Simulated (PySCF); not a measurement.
SiF2, SMILES F[Si]F (connectivity only; charge and spin as stated), neutral, multiplicity 1.

Coordinates come from a TPSSh-D3(BJ)/def2-TZVP optimisation. The isomer is the one that the SMILES or the coordinates give; other isomers of the formula were not compared.

Method: PySCF with TDA-M06-2X/def2-TZVPD.

Vertical excitations. Isolated molecule, no solvent. State labels are in the subgroup C2v.

Computed excitation energies, oscillator strengths and character:
```csv
state,symmetry,energy (eV),λ (nm),f,main pairs
S1,B1,5.86,211,0.286,HOMO→LUMO 96 %
S2,B2,7.77,160,0.394,HOMO→LUMO+2 96 %
S3,A1,7.96,156,0.233,"HOMO→LUMO+1 73 %, HOMO→LUMO+3 24 %"
S4,A1,8.43,147,0.154,"HOMO→LUMO+3 74 %, HOMO→LUMO+1 25 %"
S5,A2,8.86,140,0.000,HOMO−1→LUMO 97 %
S6,A1,9.68,128,0.022,HOMO→LUMO+5 95 %
S7,B2,9.77,127,0.008,"HOMO→LUMO+4 61 %, HOMO−2→LUMO 34 %"
S8,B1,9.82,126,0.070,"HOMO→LUMO+8 52 %, HOMO→LUMO+6 44 %"
S9,B2,9.98,124,0.074,"HOMO−2→LUMO 54 %, HOMO→LUMO+4 36 %"
S10,A2,10.02,124,0.000,HOMO→LUMO+7 91 %
T1,B1,3.23,384,0,HOMO→LUMO 96 %
T2,B2,5.99,207,0,HOMO→LUMO+2 84 %
T3,A1,6.94,179,0,"HOMO→LUMO+1 53 %, HOMO→LUMO+3 31 %"
T4,A1,8.09,153,0,"HOMO→LUMO+3 56 %, HOMO→LUMO+1 40 %"
```
Triplets are in the Tamm–Dancoff approximation.
